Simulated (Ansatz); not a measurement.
The same path of CH5ClNOSc (10 atoms, charge 0, multiplicity 1) was run twice with different band settings. The coordinate that changes most is the dihedral Cl5–Sc3–N4–H9.

Computed with Ansatz 0.2.0, RKS B3LYP/def2-SVP.

Relaxed end points:

```xyz
10
Properties=species:S:1:pos:R:3
C -2.124 0.172 0.180
O -0.741 0.277 0.073
Sc 1.082 0.576 -0.046
N 2.175 -1.041 -0.248
Cl 2.134 2.659 0.033
H -2.605 0.187 -0.816
H -2.551 1.006 0.768
H -2.417 -0.773 0.676
H 1.852 -2.008 -0.295
H 3.194 -1.054 -0.325
```

```xyz
10
Properties=species:S:1:pos:R:3
C -2.124 0.172 0.181
O -0.741 0.273 0.076
Sc 1.081 0.573 -0.044
N 2.178 -1.041 -0.248
Cl 2.130 2.657 0.033
H -2.604 0.187 -0.816
H -2.551 1.009 0.765
H -2.422 -0.771 0.678
H 3.196 -1.051 -0.326
H 1.858 -2.008 -0.298
```

Common settings: movable images 5; climbing image yes; optimiser quadratic models (default); start path through a guess of the saddle point; force threshold 0.05 eV/Å; iteration limit 60; end points relaxed.

| run | spring |
| --- | --- |
| 1 | 5.0 eV/Å² |
| 2 | 50.0 eV/Å² |

**Question.** What does each run give, and how far can it be trusted?

**Answer.** Run 1: converged after 6 iterations, highest image 0.324 eV above the first end. A vibrational analysis at the climbing image gives one clearly imaginary mode, 364i cm⁻¹: a first-order saddle point.
Run 2: converged after 6 iterations, highest image 0.324 eV above the first end. Another band between the same ends (5 images) ends at a top of the same energy, where a vibrational analysis finds 1 clearly imaginary mode.
